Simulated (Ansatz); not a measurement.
Basis sets compared for Al7P8H24⁺, a nanocrystal cut from zinc blende AlP (hydrogen-capped). Charge 1, multiplicity 1. Geometry r2SCAN-D4/def2-SVP. Ansatz on 2 threads of AMD EPYC 7R13 on a shared host and a share (18 GiB) of an NVIDIA H100 80GB HBM3; times are rough, and most runs start from earlier orbitals.

Cartesian coordinates in Å:
```
Al 1.901 -3.086 2.308
Al -1.635 -3.173 -0.321
Al 2.796 -1.435 -1.634
Al 0.115 0.336 0.853
Al 1.212 1.967 -2.732
Al -3.225 0.209 -1.465
Al -1.584 3.995 -0.009
P 3.345 -2.668 0.439
P -0.110 -4.052 1.424
P 1.113 -0.819 2.722
P -1.838 -0.810 0.266
P 1.768 0.608 -0.780
P -0.527 2.530 1.625
P 0.083 3.932 -1.734
P -3.373 2.565 -0.725
H 2.534 -3.768 3.584
H -3.032 -3.851 -0.005
H -0.797 -3.258 -1.661
H 1.641 -2.299 -2.288
H 4.192 -1.039 -2.270
H 0.066 1.212 -3.520
H 2.575 2.536 -3.309
H -4.691 -0.371 -1.301
H -2.352 0.280 -2.784
H -1.968 5.409 0.579
H 3.842 -3.950 0.077
H 4.530 -2.153 1.033
H 0.260 -5.375 1.061
H -0.856 -4.368 2.592
H 0.222 -0.820 3.829
H 2.168 -0.043 3.272
H -2.591 -0.762 1.475
H 2.784 1.315 -0.072
H 0.589 3.191 2.204
H -1.357 2.422 2.773
H 1.054 4.868 -1.283
H -0.467 4.709 -2.790
H -4.345 2.706 0.302
H -4.040 3.308 -1.736
```

Single mean-field runs in def2-TZVP are fitted with def2-universal-jkfit.

```json
{"level": "HF/STO-3G", "functions": "159", "energy (Eh)": "-4382.8069", "HOMO (eV)": "-9.82", "LUMO (eV)": "4.70", "wall time": "4.7 s"}
{"level": "HF/6-31G", "functions": "243", "energy (Eh)": "-4432.6931", "HOMO (eV)": "-12.91", "LUMO (eV)": "-1.09", "wall time": "6 s"}
{"level": "PBE-D4/def2-SVP", "functions": "390", "energy (Eh)": "-4438.7470", "HOMO (eV)": "-9.26", "LUMO (eV)": "-4.97", "wall time": "6.5 s"}
{"level": "PBE0-D4/def2-SVP", "functions": "390", "energy (Eh)": "-4439.2008", "HOMO (eV)": "-10.48", "LUMO (eV)": "-4.23", "wall time": "10 s"}
```

Question: Estimate the rows for HF/def2-TZVP, PBE-D4/def2-TZVP (with forces), PBE0-D4/def2-TZVP (with forces).

Answer: 
| level | functions | energy (Eh) | HOMO (eV) | LUMO (eV) | wall time |
| --- | --- | --- | --- | --- | --- |
| HF/def2-TZVP | 699 | -4433.5480 | -12.91 | -1.24 | 6.5 s |
| PBE-D4/def2-TZVP (with forces) | 699 | -4440.2823 | -9.31 | -5.16 | 8 s |
| PBE0-D4/def2-TZVP (with forces) | 699 | -4440.7130 | -10.48 | -4.38 | 11 s |
